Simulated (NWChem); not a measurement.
System: C2H2F2; SMILES F/C=C\F

NWChem input:

```
start job
memory heap 200 mb stack 900 mb global 1100 mb
geometry units angstroms noautosym nocenter noautoz
  F     -1.390480     0.000000     0.557303
  C     -0.663844     0.000000    -0.571349
  C      0.663844     0.000000    -0.571349
  F      1.390480     0.000000     0.557303
  H     -1.249322     0.000000    -1.483853
  H      1.249322     0.000000    -1.483853
end
basis spherical
  F library sadlej_pvtz
  C library sadlej_pvtz
  H library sadlej_pvtz
end
dft
  xc xpbe96 cpbe96
  iterations 150
end
property
  response 1 0.0
end
task dft property
```

All runs use the structure optimised with B3LYP/6-31G* (spherical d).

Static field.

Give the results of this calculation. (PBE/Sadlej pVTZ.) Quantities: isotropic polarisability (bohr³); anisotropy (bohr³).


```yaml
isotropic polarisability (bohr³): 29.7
anisotropy (bohr³): 13.2
```
